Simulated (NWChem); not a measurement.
System: MgH4O2Cl2; SMILES [OH2]->[Mg](<-[OH2])([Cl])[Cl]

Output (shortened):

```
             Northwest Computational Chemistry Package (NWChem) 7.3.0
             --------------------------------------------------------

 C1  symmetry detected

                             Geometry "geometry" -> ""
                             -------------------------

 Output coordinates in angstroms (scale by  1.889725989 to convert to a.u.)

  No.       Tag          Charge          X              Y              Z
 ---- ---------------- ---------- -------------- -------------- --------------
    1 Mg                  12.0000    -0.00017905     0.00320410     0.02073011
    2 Cl                  17.0000     0.00104876    -2.16221544     0.67132103
    3 Cl                  17.0000    -0.00081313     2.16930488     0.66518149
    4 O                    8.0000    -1.69643495    -0.00916949    -1.15985319
    5 H                    1.0000    -2.26865225     0.76736151    -1.10679836
    6 H                    1.0000    -2.25235011    -0.79695776    -1.09784987
    7 O                    8.0000     1.69626202    -0.00485965    -1.16030112
    8 H                    1.0000     2.26565887     0.77363538    -1.10495563
    9 H                    1.0000     2.25486994    -0.79077582    -1.09846577

 Effective nuclear repulsion energy (a.u.)     329.6140894064

                                 NWChem DFT Module
                                 -----------------

 Summary of "ao basis" -> "ao basis" (spherical)
 ------------------------------------------------------------------------------
       Tag                 Description            Shells   Functions and Types
 ---------------- ------------------------------  ------  ---------------------
 Mg                         def2-svp                 8       18   4s3p1d
 Cl                         def2-svp                 8       18   4s3p1d
 O                          def2-svp                 6       14   3s2p1d
 H                          def2-svp                 3        5   2s1p

            General Information
            -------------------
          SCF calculation type: DFT
          Wavefunction type:  closed shell.
          No. of atoms     :     9
          No. of electrons :    66
           Alpha electrons :    33
            Beta electrons :    33
          Charge           :     0
          Spin multiplicity:     1
          Use of symmetry is: off; symmetry adaption is: off
          Maximum number of iterations: 150
          AO basis - number of functions:   102
                     number of shells:    48
          Convergence on energy requested:  1.00D-06
          Convergence on density requested:  1.00D-05
          Convergence on gradient requested:  5.00D-04

              XC Information
              --------------
                       MN15-L Method XC Functional
                        MN15-L Exchange Functional  1.000
                      MN15-L Correlation Potential  1.000

             Grid Information
             ----------------
          Grid used for XC integration:  medium
          Radial quadrature: Mura-Knowles
          Angular quadrature: Lebedev.
          Tag              B.-S. Rad. Rad. Pts. Rad. Cut. Ang. Pts.
          ---              ---------- --------- --------- ---------
          Mg                  1.50       88           9.0       590
          Cl                  1.00       88          11.0       590
          O                   0.60       49          11.0       434
          H                   0.35       45          12.0       434
          Grid pruning is: on
          Number of quadrature shells:   542
          Spatial weights used:  Erf1

      Superposition of Atomic Density Guess
      -------------------------------------

 Sum of atomic energies:       -1269.56127287

      Non-variational initial energy
      ------------------------------

 Total energy =   -1270.436241
 1-e energy   =   -2413.655122
 2-e energy   =     813.604791
 HOMO         =      -0.443172
 LUMO         =      -0.025438

     ---------------------------------------------
      Total Density - Mulliken Population Analysis
     ---------------------------------------------

    Atom       Charge   Shell Charges
 -----------   ------   -------------------------------------------------------
    1 Mg  12    11.01   2.00  1.99  0.44  0.01  5.99  0.21  0.15  0.22
    2 Cl  17    17.66   2.00  1.99  1.23  0.72  5.94  2.23  3.53  0.00
    3 Cl  17    17.66   2.00  1.99  1.23  0.72  5.94  2.23  3.53  0.00
    4 O    8     8.55   1.99  1.07  0.60  3.03  1.87  0.00
    5 H    1     0.64   0.52  0.07  0.06
    6 H    1     0.64   0.52  0.07  0.06
    7 O    8     8.55   1.99  1.07  0.60  3.03  1.87  0.00
    8 H    1     0.64   0.52  0.07  0.06
    9 H    1     0.64   0.52  0.07  0.06

   convergence    iter        energy       DeltaE   RMS-Dens  Diis-err
 ---------------- ----- ----------------- --------- --------- ---------
 d= 0,ls=0.0,diis     1  -1272.6001081326 -1.60D+03  1.31D-02  1.14D+00
 d= 0,ls=0.0,diis     2  -1272.6231940692 -2.31D-02  6.69D-03  6.70D-01
 d= 0,ls=0.0,diis     3  -1272.6918221267 -6.86D-02  1.24D-03  5.30D-02
 d= 0,ls=0.0,diis     4  -1272.6970204371 -5.20D-03  4.72D-04  2.52D-03
 d= 0,ls=0.0,diis     5  -1272.6972977279 -2.77D-04  1.31D-04  1.91D-04
  Resetting Diis
 d= 0,ls=0.0,diis     6  -1272.6973241430 -2.64D-05  1.14D-05  1.73D-06
 d= 0,ls=0.0,diis     7  -1272.6973243334 -1.90D-07  5.32D-06  1.35D-07

         Total DFT energy =    -1272.697324333427
      One electron energy =    -2417.876873238773
           Coulomb energy =      906.897099044000
    Exchange-Corr. energy =      -91.331639545019
 Nuclear repulsion energy =      329.614089406366

 Numeric. integr. density =       66.000013534888

                       DFT Final Molecular Orbital Analysis
                       ------------------------------------

[...]
```

Level: MN15-L/def2-SVP. Geometry: optimised at PBE0/def2-SVP.

Which NWChem input produces such a log?

This is not unique; one that fits is the input that was run:
```
start job
memory heap 200 mb stack 900 mb global 1100 mb
geometry units angstroms noautoz
  Mg    -0.031641     0.233974     0.005963
  Cl     1.495279     1.873056     0.312944
  Cl    -0.577403    -1.930067     0.361464
  O     -0.167478     0.293062    -2.055413
  H     -0.244055    -0.555625    -2.510511
  H      0.502652     0.819100    -2.511161
  O     -1.676420     1.149375     0.860103
  H     -2.259138     0.587390     1.387306
  H     -1.502221     1.956325     1.362116
end
basis spherical
  Mg library def2-svp
  Cl library def2-svp
  O library def2-svp
  H library def2-svp
end
dft
  xc mn15-l
  iterations 150
  mulliken
end
task dft energy
```
